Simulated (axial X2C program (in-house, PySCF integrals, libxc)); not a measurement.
# CsBr⁻: properties at the nuclei

Computed with an axial X2C code built on PySCF integrals: two-component X2C with atomic mean-field Coulomb and Gaunt terms, Gaussian nuclei, basis Cs dyall-acv3z, Br dyall-acv3z with contracted cores.

R = 3.232 Å (near the PBE0 minimum at charge -1 of the determinant lowest at the starting distance; the state shown can have its own minimum elsewhere).

Determinant lowest in the PBE0 search, Ω = 1/2 (⟨Sz⟩ = 0.50, ⟨Lz⟩ = 0.00 at PBE0), spin on the atoms Cs 0.49, Br 0.01:

```csv
level,Eeff magnitude (GV/cm),Ws magnitude Cs (kHz),A∥/gI Cs (MHz),qzz Cs (a.u.),A∥/gI Br (MHz),qzz Br (a.u.)
PBE0,2.27,2.75,873,-1.44,24.8,0.02
B3LYP,2.79,3.4,1100,-1.50,32.5,-0.07
BHandHLYP,2.71,3.33,984,-1.53,28.4,-0.11
PBE50,2.2,2.69,788,-1.46,20.8,0.01
```

Determinant 0.52 eV from it at PBE0 and this distance, Ω = 3/2 (⟨Sz⟩ = 0.50, ⟨Lz⟩ = 1.00 at PBE0), spin on the atoms Cs 0.50, Br 0.00:

```tsv
level	Eeff magnitude (GV/cm)	Ws magnitude Cs (kHz)	A∥/gI Cs (MHz)	qzz Cs (a.u.)	A∥/gI Br (MHz)	qzz Br (a.u.)
PBE0	0.0561	0.0185	3.89	-0.93	-0.104	0.29
HF	0.0164	0.00522	2.78	-1.07	0.0816	-0.03
B3LYP	0.0292	0.00638	5.51	-1.00	0.0427	0.21
BHandHLYP	0.0108	0.0011	4.68	-1.03	0.146	0.14
PBE50	0.0376	0.0125	3.1	-0.95	-0.0291	0.25
```

Eeff is the effective electric field on the electron electric dipole moment in this Ω state and Ws the scalar–pseudoscalar constant of the nucleus named (defined with the proton number Z and per Ω); A∥ (defined per Ω) follows by multiplying with gI = μI/(I μN); qzz is the electric field gradient, eQq0 = 234.96 MHz × Q/barn × qzz. The operators were transformed with the bare-nucleus X2C matrices; with these basis sets, hyperfine constants and field gradients can be off by tens of per cent, and where levels differ in sign neither size nor sign is settled.

**Question.** With gI(133Cs) = 0.7377, Q(133Cs) = -0.00343 barn, gI(79Br) = 1.4043 (g factors from the IAEA table of nuclear moments by Stone; Q from Pyykkö, Mol. Phys. 2018), turn the PBE0 values of the first state into constants in MHz.

**Answer.** A∥(133Cs) = 873 × 0.7377 = 644 MHz; eQq0(133Cs) = 234.96 × (-0.00343) × (-1.44) = 1.16 MHz; A∥(79Br) = 24.8 × 1.4043 = 34.8 MHz.

Each state is one determinant with collinear spin. Unrestricted Hartree–Fock can overshoot spin polarisation at the nuclei. For an anion, determinants above electron detachment, or with a positive highest level, are held by the basis set. Where Eeff spreads by more than a factor of two the levels disagree and none is to be relied on. Left out as unconverged or as another state under the same occupation: HF in at least one table. The search compared states at one distance, so a state with another bond length can lie lower. Further determinants of the search, some of them spin-mixed, are not shown. Where a field gradient or hyperfine factor spreads by more than a factor of two over the levels, a constant derived from it is not to be relied on. PBE0 term energies can be off by some tenths of an eV.
